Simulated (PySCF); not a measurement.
Species: CH₈PbSi.
Geometry (PBE0-D3(BJ)/def2-SVP, Å), atoms numbered from 1 in this order:
```xyz
11
CH8PbSi angstrom
Si     1.4923    0.7682   -0.1589
C      0.5376   -0.8407   -0.0676
Pb    -1.6780   -0.5569    0.1659
H      2.9664    0.5341   -0.2842
H      1.0452    1.5677   -1.3421
H      1.2544    1.5847    1.0725
H      0.8673   -1.4483    0.7894
H      0.6821   -1.4363   -0.9824
H     -2.2811    0.4176   -1.1733
H     -1.9975    0.2618    1.6936
H     -2.4574   -2.1389    0.1599
```

Theory: PBE0-D3(BJ)/def2-SVP geometry optimisation, gas phase, def2 core potentials past Kr (PySCF).

Take the most abundant isotopes and a rigid rotor. 

Q: What are A, B and C (GHz)?

A: Ia = 33.37, Ib = 374.52, Ic = 390.38 u·Å²; 505379 MHz·u·Å²/I gives 15145, 1349 and 1295 MHz, that is A = 15.145, B = 1.3494, C = 1.2946 GHz.

Q: What kind of rotor is it?

A: A near-prolate asymmetric top: κ = (2 × 1349 − 15145 − 1295)/(15145 − 1295) = -0.99.

Q: Is it planar, by Δ = Ic − Ia − Ib?

A: Not planar: Δ = Ic − Ia − Ib = -17.51 u·Å². For a rigid frame Δ = −2 Σ m c², so Σ m c² = 8.75 u·Å² lies off the ab plane, practically all of it from hydrogen. The atom farthest from that plane is 1.48 Å away.

Q: Where do the levels up to J = 5 lie, in cm⁻¹?

A: Above 0(0,0):
J = 1: 1(0,1) 0.0882, 1(1,1) 0.5484, 1(1,0) 0.5502
J = 2: 2(0,2) 0.2646, 2(1,2) 0.7229, 2(1,1) 0.7284, 2(2,1) 2.1089, 2(2,0) 2.1089
J = 3: 3(0,3) 0.5291, 3(1,3) 0.9847, 3(1,2) 0.9957, 3(2,2) 2.3735, 3(2,1) 2.3735, 3(3,1) 4.6789, 3(3,0) 4.6789
J = 4: 4(0,4) 0.8819, 4(1,4) 1.3339, 4(1,3) 1.3521, 4(2,3) 2.7262, 4(2,2) 2.7263, 4(3,2) 5.0316, 4(3,1) 5.0316, 4(4,1) 8.2592, 4(4,0) 8.2592
J = 5: 5(0,5) 1.3227, 5(1,5) 1.7702, 5(1,4) 1.7977, 5(2,4) 3.1672, 5(2,3) 3.1674, 5(3,3) 5.4726, 5(3,2) 5.4726, 5(4,2) 8.7001, 5(4,1) 8.7001, 5(5,1) 12.8498, 5(5,0) 12.8498
The levels of one J sum to (2J + 1)J(J + 1)(A + B + C)/3.

Q: Which types of transition are allowed, and where do some lines up to J = 4 fall?

A: The dipole components are |μa| = 0.29 D, |μb| = 0.77 D, |μc| = 0.00 D. Intensities carry the squares of the components, which stand as 0.14 : 1.00 : 0.00 (a : b : c). Some of the stronger lines:

```csv
type,branch,"J(Ka,Kc)",MHz,lower level (cm⁻¹)
a,R,"1(0,1) ← 0(0,0)",2644,0.000
a,R,"2(1,1) ← 1(1,0)",5343,0.550
a,R,"3(2,1) ← 2(2,0)",7933,2.109
a,R,"4(0,4) ← 3(0,3)",10574,0.529
a,R,"4(3,2) ← 3(3,1)",10576,4.679
b,Q,"1(1,0) ← 1(0,1)",13850,0.088
b,Q,"2(1,1) ← 2(0,2)",13905,0.265
b,Q,"4(1,3) ← 4(0,4)",14099,0.882
b,R,"2(1,2) ← 1(0,1)",19028,0.088
b,Q,"3(2,1) ← 3(1,2)",41305,0.996
b,Q,"3(2,2) ← 3(1,3)",41633,0.985
b,R,"2(2,1) ← 1(1,0)",46729,0.550
b,R,"2(2,0) ← 1(1,1)",46784,0.548
b,R,"3(2,2) ← 2(1,1)",49318,0.728
b,Q,"4(3,1) ← 4(2,2)",69112,2.726
b,Q,"4(3,2) ← 4(2,3)",69114,2.726
b,R,"4(3,2) ← 3(2,1)",79689,2.373
b,Q,"4(4,0) ← 4(3,1)",96759,5.032
```

Stationary, but not proved a minimum. These are rigid-rotor constants of the computed structure; measured ground-state constants (B0) also hold zero-point vibration. A rigid rotor knows nothing of internal rotation, which can split or shift real lines.
